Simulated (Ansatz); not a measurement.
Cost and result for the atomization energy of `C=[CH][AlH][SiH2]Cl` (11 atoms, 10 bonds).

Cartesian coordinates in Å:
```
C 1.6230 -1.2655 0.1687
C 1.7418 -0.0152 -0.2912
Al 0.2169 1.1649 -0.4513
Si -2.0542 0.4511 0.1935
Cl -2.1461 -1.5031 0.9042
H 0.6662 -1.6794 0.4763
H 2.4749 -1.9373 0.2611
H 2.7437 0.3094 -0.5748
H 0.3701 2.6472 -1.0077
H -3.0094 0.5196 -0.9486
H -2.6269 1.3084 1.2698
```

The species carries charge 0 and has multiplicity 1. Geometry: relaxed with PBE0-D4/def2-TZVP. It is one conformer, not always the lowest. Program: Ansatz. All runs use 4 threads of an Arm Neoverse V1 on a shared host. Times are those of one run each, without the atoms' runs, and a repeat can differ threefold. Electronic energies, without spin–orbit coupling; frozen cores. CCSD(T)/CBS adds CCSD(T) − MP2 in def2-TZVPP to the MP2 limit, and its time is that of the two runs behind it. T1 = 0.011. B3LYP takes the VWN-RPA correlation (the form of Gaussian; ORCA's B3LYP/G).

CCSD(T)/CBS is a level of theory with its own doubt, some kJ/mol a heavy atom from the limit and from the frozen cores, so smaller differences don't rank the functionals.

```tsv
level	functions	wall time
PBE-D4/def2-TZVPP (with forces)	272	3 s
PBE0-D4/def2-TZVPP	272	3.9 s
r2SCAN-D4/def2-TZVPP (with forces)	272	5.5 s
B3LYP-D4/def2-TZVPP (with forces)	272	6.5 s
B2PLYP/def2-TZVPP	272	7 s
ωB97X-V/def2-TZVPP	272	10 s
ωB97M-V/def2-TZVPP (with forces)	272	15 s
MP2/def2-QZVPP	504	26 s
CCSD(T)/def2-TZVPP	272	2.6 min
CCSD(T)/CBS(def2)	–	3.1 min
```

What atomization energy does each give, and how far from CCSD(T)/CBS? (Best estimate.)

Computed: 
| level | atomization (kcal/mol) | difference from CCSD(T)/CBS | per bond |
| --- | --- | --- | --- |
| PBE-D4/def2-TZVPP (with forces) | 900.5 | 7.4 | 0.7 |
| PBE0-D4/def2-TZVPP | 892.1 | -1.0 | -0.1 |
| r2SCAN-D4/def2-TZVPP (with forces) | 895.5 | 2.4 | 0.2 |
| B3LYP-D4/def2-TZVPP (with forces) | 890.2 | -2.9 | -0.3 |
| B2PLYP/def2-TZVPP | 880.0 | -13.1 | -1.3 |
| ωB97X-V/def2-TZVPP | 896.3 | 3.2 | 0.3 |
| ωB97M-V/def2-TZVPP (with forces) | 893.9 | 0.8 | 0.1 |
| MP2/def2-QZVPP | 892.1 | -1.0 | -0.1 |
| CCSD(T)/def2-TZVPP | 869.9 | -23.2 | -2.3 |
| CCSD(T)/CBS(def2) | 893.1 | 0.0 | 0.0 |

From PBE to PBE0 (25 % exact exchange), in def2-TZVPP and without D4, the atomization energy moves by −7.6 kcal/mol: exact exchange takes away binding that semilocal exchange gives to molecules. The D4 term adds +10.1 kcal/mol with B3LYP and +5.4 kcal/mol with PBE0; it sums over pairs of atoms, weighted by their polarisabilities, and B3LYP, whose exchange is more repulsive, gets the larger term. In def2-TZVPP, CCSD(T) changes the Hartree–Fock value by +195.3 kcal/mol (the triples alone add +12.3 kcal/mol) and MP2 by +203.8 kcal/mol; breaking electron pairs costs correlation energy, which Hartree–Fock lacks.
